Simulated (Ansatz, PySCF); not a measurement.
This Ansatz (a first-principles code) input computes a PBE/def2-TZVPD energy:

Ansatz 0.2 input:
```yaml
crystal:
  periodic: [false, false, false]
  atoms:
    - {symbol: In, position_ang: [0.94616280, -0.21979114, -0.32751983]}
    - {symbol: Br, position_ang: [-0.75500363, 1.81368730, -1.15238136]}
    - {symbol: Br, position_ang: [-0.56962429, -1.50597971, 1.61090912]}
basis:
  gaussian:
    orbitals: def2-TZVPD
hamiltonian:
  xc: {name: PBE}
total_charge: -1
output: {forces: true}
```

Write an input for the same energy in PySCF and say what it gives.


```python
from pyscf import gto, scf, dft

mol = gto.M(
    atom='''
    In    0.94616280   -0.21979114   -0.32751983
    Br   -0.75500363    1.81368730   -1.15238136
    Br   -0.56962429   -1.50597971    1.61090912
    ''',
    basis='def2-tzvpd',
    ecp='def2-tzvp',
    charge=-1,
    spin=0,
    verbose=4,
)

mf = dft.RKS(mol, xc='pbe').density_fit(auxbasis='def2-universal-jkfit')
mf.grids.level = 3
mf.conv_tol = 1e-9
mf.max_cycle = 100
mf.max_memory = 1500
mf.kernel()
if not mf.converged:
    mf = mf.newton()
    mf.kernel(mf.make_rdm1())
mf.analyze()
```
It gives -5337.89850 Eh, and Ansatz -5337.89838 Eh, a difference of 0.12 mEh, from the treatment of integrals and grids.
